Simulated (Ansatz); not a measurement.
This geometry of CH7NSSiSn (12 atoms, charge 0, multiplicity 1) is a first-order saddle point.

Level of theory: Ansatz 0.2.0, RKS PBE0-D4/def2-SVP.

```xyz
12
Properties=species:S:1:pos:R:3
C -1.246 -0.076 1.433
Si -0.012 -0.346 0.062
N 1.263 -1.419 0.545
S -0.847 -0.548 -1.890
Sn 0.560 1.527 -1.494
H -1.740 -1.037 1.652
H -0.747 0.268 2.351
H -2.016 0.648 1.133
H 1.211 -2.370 0.191
H 2.213 -1.076 0.449
H 1.864 1.478 -2.604
H -0.426 2.895 -1.793
```

Task: Which two structures does it join? (They come from a converged band through this point; their orientation in space is the band's.)

Result: No bond is made or broken. The height of N3 over the plane of its neighbours goes from 0.15 to -0.15 Å. The two ends are copies of one structure, up to a mirror image or an exchange of like atoms.

First end point:

```xyz
12
Properties=species:S:1:pos:R:3
C -1.020 0.137 1.523
Si -0.051 -0.398 0.025
N 1.127 -1.550 0.483
S -0.977 -0.738 -1.818
Sn 0.446 1.424 -1.691
H -1.569 -0.726 1.933
H -0.355 0.533 2.307
H -1.745 0.917 1.251
H 1.655 -2.051 -0.221
H 1.604 -1.513 1.376
H 1.592 1.228 -2.961
H -0.629 2.681 -2.172
```

Last end point:

```xyz
12
Properties=species:S:1:pos:R:3
C -1.021 0.135 1.523
Si -0.051 -0.398 0.024
N 1.126 -1.551 0.481
S -0.978 -0.735 -1.818
Sn 0.446 1.427 -1.688
H -1.567 -0.730 1.933
H -0.357 0.533 2.306
H -1.748 0.912 1.250
H 1.603 -1.514 1.375
H 1.657 -2.050 -0.223
H 1.593 1.230 -2.957
H -0.626 2.687 -2.171
```

Task: How far does it lie above each of them?

Result: 0.187 eV above the first and 0.187 eV above the second. This is the barrier of this one path; another mechanism may lie lower.

The run took 3.1 min on 2 threads of Arm Neoverse V1, on a shared host, peak memory 0.34 GiB.
